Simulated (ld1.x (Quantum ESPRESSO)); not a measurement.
# Reading a pseudo-wave (iron (Fe))

Columns: radius, all-electron u(r) and pseudo u(r) of the 3p shell (level -68.58 eV) of iron in the configuration [Ne] 3s2 3p6 3d6 4s1 4p0; PBE, scalar-relativistic, ultrasoft scheme, ld1.x (Quantum ESPRESSO) 7.5.

```
r (bohr)  all-electron   pseudo
   0.105        0.5542  -0.0283
   0.210        0.4476  -0.1092
   0.315       -0.0966  -0.2309
   0.420       -0.6187  -0.3762
   0.525       -0.9645  -0.5250
   0.630       -1.1304  -0.6577
   0.735       -1.1622  -0.7581
   0.840       -1.1096  -0.8158
   0.945       -1.0117  -0.8274
   1.050       -0.8948  -0.7965
   1.155       -0.7748  -0.7324
   1.260       -0.6608  -0.6475
   1.365       -0.5572  -0.5550
   1.470       -0.4659  -0.4659
   1.575       -0.3869  -0.3869
   1.680       -0.3197  -0.3197
   1.785       -0.2630  -0.2630
   1.890       -0.2157  -0.2157
   1.995       -0.1764  -0.1764
   2.100       -0.1438  -0.1438
   2.205       -0.1171  -0.1171
   2.310       -0.0952  -0.0952
   2.415       -0.0772  -0.0772
   2.520       -0.0625  -0.0625
   2.625       -0.0506  -0.0506
   2.730       -0.0409  -0.0409
```

Problem. How many radial nodes do the two functions have?

Solution. The all-electron 3p function has n − l − 1 = 1; the pseudo-wave has 0, since the states of the same l below it are removed with the core.

Problem. At about which radius was the pseudo-wave matched?

Solution. 1.60 bohr. The columns agree to 0.0005 from 1.47 bohr on; several derivatives are matched, so the curves merge somewhat inside the radius.

Problem. Where does each function peak?

Solution. Outermost all-electron maximum near 0.73 bohr, pseudo maximum near 0.94 bohr (to the table’s step).

Problem. Is the pseudo-wave norm-conserving?

Solution. No, it belongs to an ultrasoft set: the norm inside the radius is not constrained, and the difference is carried by the augmentation charge.
